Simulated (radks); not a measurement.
Results of a calculation; reference values are marked as such.
Isoelectronic series with 12 electrons, all held in the configuration [Ne] 3s2, which need not be the ground one along the series. Level of theory: Dirac Kohn-Sham, PBEsol, spin-unpolarised, spherical densities, finite nucleus; Fermi nuclear charge, rms radius of each element as measured or else 0.836 A^(1/3) + 0.57 fm (a radial shooting solver on a logarithmic mesh with Libxc functionals). Total energies (hartree) and mean radii <r> (bohr):

| ion | E (hartree) | 3s1/2 | 2p3/2 |
|---|---|---|---|
| Mg | -199.84041 | 3.153 | 0.6906 |
| Al+ | -241.98542 | 2.378 | 0.6041 |
| Si2+ | -288.42869 | 1.952 | 0.5372 |
| P3+ | -339.16333 | 1.671 | 0.4840 |
| S4+ | -394.18996 | 1.467 | 0.4405 |
| Cl5+ | -453.51277 | 1.310 | 0.4043 |
| Ar6+ | -517.13817 | 1.186 | 0.3736 |
| K7+ | -585.07406 | 1.084 | 0.3473 |
| Ca8+ | -657.32952 | 0.9991 | 0.3245 |
